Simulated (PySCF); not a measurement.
boron monoxide dimer (B₂O₂), SMILES O=BB=O. Atoms are numbered in the order given.

```xyz
4

O      0.0000     0.0000    -2.0168
B      0.0000     0.0000    -0.8202
B      0.0000     0.0000     0.8202
O      0.0000     0.0000     2.0168
```

Geometry optimised at PBE0-D3(BJ)/def2-TZVP. One conformer was computed; it need not be the lowest.

Two levels are set side by side: PBE/pcSseg-2 (PySCF) and B3LYP/pcSseg-2 (PySCF). GIAO shifts against BF3 (¹¹B), H2O (¹⁷O) at the same level; non-relativistic, no solvent, atoms listed together averaged. Differences are taken from unrounded values.

```tsv
quantity	B3LYP
δ(¹⁷O) of O1, O4 (ppm)	342.5
δ(¹¹B) of B2, B3 (ppm)	1.3
```

Question: What does PBE give, and how far is it from B3LYP? (Estimate from the structure and the level; the computed values follow.)

Answer: 
| quantity | PBE | PBE minus B3LYP |
|---|---|---|
| δ(¹⁷O) of O1, O4 (ppm) | 352.2 | 9.8 |
| δ(¹¹B) of B2, B3 (ppm) | -2.5 | -3.8 |

Rough cost on one machine, each run with all the roots and properties that it gave: B3LYP against PBE within a factor of 2.
